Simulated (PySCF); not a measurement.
Computed shifts of a molecule C4H6O2, HF/pcSseg-1 (PySCF), GIAO, gas phase, equivalent atoms averaged, in ppm (number of nuclei): ¹³C: 134.4 (2), 96.4 (1), 22.9 (1). ¹H: 6.63 (2), 5.78 (1), 1.60 (3). References: ¹³C against TMS (σ = 192.6 ppm); ¹⁷O against H2O (σ = 333.0 ppm); ¹H against TMS (σ = 31.99 ppm), references at their B3LYP-D3(BJ)/def2-TZVP geometries, non-relativistic. Geometry: PBE0-D3(BJ)/def2-SVP. The values are those of a single conformer.

### Question
Which structure fits?
A) CC1OC=CO1
B) C=C1OC(C)O1
C) C=COC(C)=O
D) OC[C@H]1C=CO1

### Answer
A, CC1OC=CO1
